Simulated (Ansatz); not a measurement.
Input file for Ansatz (a program for electronic structure): U-CCSD(T)/cc-pVTZ on BH3O (SMILES BO), a point of a bond scan (R = 1.073 Å).

Ansatz 0.2 input:
```yaml
crystal:
  periodic: [false, false, false]
  atoms:
    - {symbol: B, position_ang: [-0.44836328, -0.55342233, 0.06101432]}
    - {symbol: H, position_ang: [-0.34921042, -1.25911765, 0.86272263]}
    - {symbol: H, position_ang: [-1.30242775, -0.64193468, -0.77341615]}
    - {symbol: O, position_ang: [0.44517449, 0.45958125, 0.02792633]}
    - {symbol: H, position_ang: [0.32104168, 1.06992460, -0.70686739]}
basis:
  gaussian:
    orbitals: cc-pVTZ
correlation: {method: ccsd_t, electrons: outside_noble_gas}
scf: {omitted_lower_state_checks: [cluster_reference]}
magnetization: {spin_polarized: true, initial_magnetization: 0}
```

Problem. What total energy does the run end on?

Solution. -101.7413 hartree (reference determinant -101.3609, T1 diagnostic 0.014).

Problem. How many basis functions does it have, and what does it roughly cost on one machine?

Solution. 102 functions; roughly 8 core-seconds.
